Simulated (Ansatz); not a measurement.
Gas-phase electronic energies from Ansatz, PBE0-D4/def2-TZVP geometries. CCSD(T)/CBS adds triple-zeta CCSD(T) − MP2 to the extrapolated MP2 energy (def2 sets, frozen cores). This one scheme is used for every species. For Br, Ga outer-core shells are correlated without core-valence functions, which leaves a few kJ/mol of doubt a bond. Scalar relativity is left out up to krypton. Each species was taken in one conformer, which may not be the lowest.

`[OH][Ga]([SH])[Cl]` + HBr → `[OH][Ga]([SH])[Br]` + HCl  (ligand exchange at a Ga–Cl bond)

```tsv
species	CCSD(T)/CBS(def2) energy (Eh)
`[OH][Ga]([SH])[Cl]`	-2857.99955
HBr	-2573.91920
`[OH][Ga]([SH])[Br]`	-4971.54004
HCl	-460.38127
```

Task: Work out ΔE.

Result: ΔE = (-4971.54004) + (-460.38127) − (-2857.99955) − (-2573.91920) = -0.00256 Eh = -1.6 kcal/mol.

Largest T1 diagnostic among the species: 0.013.
